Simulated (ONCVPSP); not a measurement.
# germanium, ONCV: configuration errors across variants

| Property | Result |
| --- | --- |
| Element | germanium (Ge) |
| Generator | ONCVPSP 4.0.1 |
| Type | optimised norm-conserving Vanderbilt (ONCV) |
| Functional | PBEsol |
| Relativity | scalar-relativistic |
| Frozen core | [Ar] 3d10 |
| Valence charge | 4 |
| Reference configuration | 4s1 4p3 |
| Partial waves | 4s: rc 1.60 bohr, ncon 3, nbas 7, qcut 4.7 1/bohr, 1 projector; 4p: rc 2.10 bohr, ncon 3, nbas 8, qcut 4.5 1/bohr, 2 projectors, debl 1.2 Ha |
| Local potential | polynomial inside 1.35 bohr (lpopt 5, dvloc0 4 Ha) |
| Core correction | Teter function, fcfact 2.25, rcfact 1.6 |

All-electron excitation energies from the reference (eV): (1) 4s2 4p2 -7.981; (2) 4s2 4p1 -0.528; (3) 4s2 4p0 14.921; (4) 4s0 4p4 8.231.

Errors AE − PS in meV (a dash: test not solved or not reliable):

```tsv
change	(1)	(2)	(3)	(4)	bound ghosts	GHOST(+) flags above zero
base	-2.9	-6.2	-97	-3.7	none	none
p: rc 1.52	-5.9	-11	-100	-4.5	none	none
p: rc 1.7	-5.0	-8.3	-96	-5.7	none	none
p: rc 1.84	-4.4	-7.4	-95	-5.5	none	none
p: rc 2.02	-3.3	-6.5	-96	-4.4	none	none
p: rc 2.24	-1.8	-5.6	-99	-2.4	none	none
p: rc 2.66	+1.7	-4.1	-110	+1.7	none	none
p: rc 2.8	+2.9	-3.8	-115	+3.1	none	none
p: rc 3.02	+4.4	-3.6	-122	+4.8	none	none
```

(1) Give the same row for: p: rc 2.44.

Answers

(1) -0.1, -4.8, -104, -0.3; bound ghosts: none; GHOST(+) flags above zero: none.
